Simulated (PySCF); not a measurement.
Start geometry of (FAlAsH)3 ring (Al3As3F3H3) from GFN2-xTB (Å):
```
atom  x, y, z in Å
Al1    0.585   -1.306    1.033
F2    -0.043   -1.756    2.508
As3   -0.687   -2.397   -0.815
Al4   -1.456   -0.134   -0.663
F5    -3.090   -0.184    0.001
As6   -0.968    2.141   -1.260
Al7    1.124    0.962   -0.730
F8     2.017    0.593   -2.121
As9    2.277    0.431    1.355
H10    0.447   -1.612   -1.579
H11   -1.128    2.128    0.332
H12    1.037    1.051    1.988
```

Question: What comes out of this run: PySCF 2.14.0, PBE0-D3(BJ)/def2-SVP geometry optimisation, gas phase?

Answer: 
```
atom  x, y, z in Å
Al1    0.627   -1.395    1.182
F2     0.078   -2.019    2.629
As3   -0.497   -2.200   -0.814
Al4   -1.796   -0.158   -0.644
F5    -3.290   -0.296    0.086
As6   -1.000    2.037   -1.250
Al7    1.136    0.984   -0.820
F8     1.978    0.569   -2.209
As9    2.286    0.353    1.214
H10    0.531   -1.422   -1.653
H11   -1.215    2.370    0.231
H12    1.277    1.094    2.099
```

The energy falls by 0.833 eV over 11 energy and gradient evaluations, the largest force component goes from 0.0699 to 4.3e-04 Eh/bohr, and the atoms move by 0.220 Å rms after alignment. The bond that changes most is Al4–F5 (ends: aluminium bonded to 2 As and F; fluorine bonded to Al), which shortens by 0.096 Å. Bonds longer at the end by more than 0.005 Å: 3 of 12; shorter: 8. Among the angles that change most is As3–Al4–As6, from 144.5° to 124.8°. Among the dihedrals that turn most is H11–As6–Al7–As9, from -7° to 9°. Rotational constants go from 389.4, 371.2, 247.8 to 410.8, 358.5, 253.7 MHz. The orientation of the end geometry is arbitrary; only internal coordinates are fixed.

The run used 207 basis functions and 73 SCF cycles in all.

Not checked by PBE0-D3(BJ)/def2-SVP frequencies. One conformer, not necessarily the lowest.
